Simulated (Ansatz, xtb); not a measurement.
**C6H9Cl: which of two isomers lies lower**

Structure X is `Cl[C@]12CC[C@H](C1)C2`, a singlet and structure Y is `ClC=C1CCCC1`, a singlet. Both are isolated molecules in the gas phase, relaxed with B3LYP-D3(BJ)/def2-SVP; the shapes shown needn't be the lowest conformers.

X (Å):

```yaml
atoms:
  - { symbol: C, position_ang: [0.7394, -0.9116, 0.5515] }
  - { symbol: C, position_ang: [0.0887, 0.4746, 0.4270] }
  - { symbol: C, position_ang: [1.1632, 1.1429, -0.4873] }
  - { symbol: C, position_ang: [2.1341, -0.0482, -0.6338] }
  - { symbol: C, position_ang: [1.1609, -1.2326, -0.8996] }
  - { symbol: C, position_ang: [2.2228, -0.5793, 0.8259] }
  - { symbol: Cl, position_ang: [-0.1478, -2.0970, 1.5463] }
  - { symbol: H, position_ang: [-0.9065, 0.4114, -0.0364] }
  - { symbol: H, position_ang: [-0.0171, 0.9586, 1.4087] }
  - { symbol: H, position_ang: [0.7538, 1.4661, -1.4564] }
  - { symbol: H, position_ang: [1.6422, 2.0128, -0.0128] }
  - { symbol: H, position_ang: [3.0350, 0.0979, -1.2435] }
  - { symbol: H, position_ang: [1.6727, -2.2013, -0.9784] }
  - { symbol: H, position_ang: [0.4011, -1.1271, -1.6895] }
  - { symbol: H, position_ang: [2.8402, -1.4830, 0.9187] }
  - { symbol: H, position_ang: [2.4476, 0.1320, 1.6358] }
```

Y (Å):

```xyz
16

C    -0.3749   -0.8935    1.4089
C     0.5268   -0.4317    0.5407
C     1.3109    0.8573    0.7154
C     2.5217    0.6703   -0.2157
C     1.9339   -0.1104   -1.4019
C     0.9632   -1.1103   -0.7434
Cl   -1.2415   -2.3906    1.1551
H    -0.6434   -0.3888    2.3385
H     0.7015    1.7091    0.3607
H     1.5773    1.0644    1.7627
H     2.9943    1.6204   -0.5070
H     3.2891    0.0595    0.2904
H     2.6982   -0.5994   -2.0241
H     1.3737    0.5801   -2.0554
H     0.1069   -1.3831   -1.3797
H     1.4742   -2.0579   -0.4958
```

Problem. Which of the two would you expect CCSD(T)/def2-SVP + ΔMP2/def2-TZVPP electronic energies to favour?

Solution. Structure Y; the calculation gives E(Y) − E(X) = −29.6 kJ/mol.

The same difference at several levels:

```csv
level,geometry,E(Y) − E(X) (kJ/mol),departure from the last row (kJ/mol),"job, with rough time for the two"
GFN2-xTB,GFN2-xTB,0.0,+29.6,"optimisation, 0.12 s"
HF/STO-3G,GFN2-xTB,+28.4,+58.0,"single point, 0.36 s"
r2SCAN-D4/def2-SVP,GFN2-xTB,−33.7,−4.1,"single point, 4 s"
B3LYP-D3(BJ)/def2-SVP,B3LYP-D3(BJ)/def2-SVP,−46.7,−17.1,"optimisation, 38 s"
HF/def2-SVP,B3LYP-D3(BJ)/def2-SVP,−50.7,−21.1,part of the CCSD(T) run
MP2/def2-SVP,B3LYP-D3(BJ)/def2-SVP,−16.9,+12.7,part of the CCSD(T) run
CCSD(T)/def2-SVP,B3LYP-D3(BJ)/def2-SVP,−30.4,−0.8,single point
CCSD(T)/def2-SVP + ΔMP2/def2-TZVPP,B3LYP-D3(BJ)/def2-SVP,−29.6,,"single point, 87 s"
```

As drawn, Y has 1 C=C in place of 2 C–C. Structure X has a 4-membered ring and 2 5-membered rings, Y a 5-membered ring.

HF/STO-3G puts the two in the other order. GFN2-xTB finds them nearly level. The largest departure from CCSD(T)/def2-SVP + ΔMP2/def2-TZVPP is that of HF/STO-3G, 58.0 kJ/mol. The last row adds to CCSD(T) the change of the MP2 difference between the two basis sets, here +0.8 kJ/mol.

With thermal terms from frequencies at re-optimised GFN2-xTB minima (ideal gas, soft modes damped towards free rotors, one conformer each, 298.15 K, 1 atm): on the last row, ΔE + ΔZPE = −35.2, ΔH = −32.1, ΔG = −40.2 kJ/mol.

The correlated steps freeze 11 core orbitals. Mirror images aren't counted in ΔG. Codes used: Ansatz 0.2.0, xtb 6.7.1; the last row on 4 threads of Arm Neoverse V2 on a shared host.
